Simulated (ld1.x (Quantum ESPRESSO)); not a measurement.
Which change was made? (In, TM)

In, norm-conserving Troullier–Martins (Kleinman–Bylander form), made with ld1.x (Quantum ESPRESSO) 7.5 (Wu–Cohen, scalar-relativistic). Core [Kr] 4d10, reference 5s2 5p1. Waves: 5p (bound): rc 2.75 bohr; 5s (bound): rc 1.70 bohr. Local part: the s channel. Core correction: none.

Cutoffs, loose and tight: the cutoffs (Ry, on a coarse ladder) from which the occupation-weighted sum of valence levels, in a spherical-Bessel basis at the reference potential, stays within 10 and 1 mRy of its value at 400 Ry. They do not see the model core or the augmentation charge, which bear on the density cutoff. Test errors are all-electron minus pseudo excitation energies from the reference, over the configurations 5s2 5p0; 5s1 5p0; 5s2 5p0.5; 5s1 5p1; 5s2 5p1.3; 5s0 5p3; 5s1 5p2; variants that change the core or the reference have their own tests.

The base gives: outcome: generated; cutoff, loose: 25 Ry; cutoff, tight: 55 Ry; bound ghosts: none; largest test error (meV): +81.

After one change the result is: outcome: generated; cutoff, loose: 15 Ry; cutoff, tight: 25 Ry; bound ghosts: none; largest test error (meV): +97. Which change was it?
A. all radii scaled by about 0.84 (s 1.42, p 2.30 bohr)
B. all radii scaled by about 0.74 (s 1.26, p 2.04 bohr)
C. all radii scaled by about 1.07 (s 1.82, p 2.94 bohr)
D. all radii scaled by about 1.39 (s 2.36, p 3.82 bohr)

D. The others give: all radii scaled by about 0.74 (s 1.26, p 2.04 bohr) → outcome: generated; cutoff, loose: 120 Ry; cutoff, tight: 300 Ry; bound ghosts: p; largest test error (meV): -230 | all radii scaled by about 0.84 (s 1.42, p 2.30 bohr) → outcome: generated; cutoff, loose: 90 Ry; cutoff, tight: 160 Ry; bound ghosts: p; largest test error (meV): +128 | all radii scaled by about 1.07 (s 1.82, p 2.94 bohr) → outcome: generated; cutoff, loose: 18 Ry; cutoff, tight: 45 Ry; bound ghosts: none; largest test error (meV): +81.
